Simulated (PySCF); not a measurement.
C₃H₇B, SMILES C(B)C=C.

The structure is a stationary point at PBE-D3(BJ)/def2-SVP. The structure was generated by enumeration, and PubChem lists no compound with its InChIKey, so it may never have been made. Other conformers were not sampled.

Method: PBE-D3(BJ)/def2-SVP (PySCF).

No scaling factor is applied to the harmonic values.

Computed vibrational spectrum:
| mode | ν (cm⁻¹) | IR (km/mol) | moving atoms (share of kinetic energy) |
|---|---|---|---|
| 1 | 95 | 1.8 | C 50 %, H 34 %, B 17 % |
| 2 | 270 | 2.6 | H 49 %, C 38 %, B 13 % |
| 3 | 289 | 0.6 | H 92 % |
| 4 | 385 | 1.6 | H 79 %, C 19 % |
| 5 | 476 | 2.9 | H 47 %, C 40 %, B 13 % |
| 6 | 607 | 10.9 | H 75 %, C 24 % |
| 7 | 760 | 3.2 | H 58 %, B 23 %, C 18 % |
| 8 | 884 | 33.0 | H 73 %, C 27 % |
| 9 | 904 | 5.1 | H 70 %, C 23 % |
| 10 | 959 | 11.2 | H 72 %, C 23 % |
| 11 | 983 | 30.8 | H 67 %, B 22 %, C 11 % |
| 12 | 993 | 0.7 | H 82 %, C 14 % |
| 13 | 1067 | 18.8 | H 65 %, C 21 %, B 13 % |
| 14 | 1156 | 12.0 | H 49 %, C 49 % |
| 15 | 1162 | 15.2 | H 84 %, B 9 % |
| 16 | 1242 | 51.3 | H 53 %, C 30 %, B 17 % |
| 17 | 1269 | 16.5 | H 77 %, C 21 % |
| 18 | 1308 | 6.5 | H 87 %, C 12 % |
| 19 | 1387 | 2.6 | H 79 %, C 20 % |
| 20 | 1672 | 22.3 | C 88 %, H 12 % |
| 21 | 2500 | 114.0 | H 95 % |
| 22 | 2592 | 126.1 | H 88 %, B 12 % |
| 23 | 2786 | 44.2 | H 94 % |
| 24 | 3023 | 6.0 | H 92 % |
| 25 | 3065 | 13.7 | H 94 % |
| 26 | 3074 | 4.5 | H 92 %, C 8 % |
| 27 | 3168 | 9.8 | H 89 %, C 11 % |
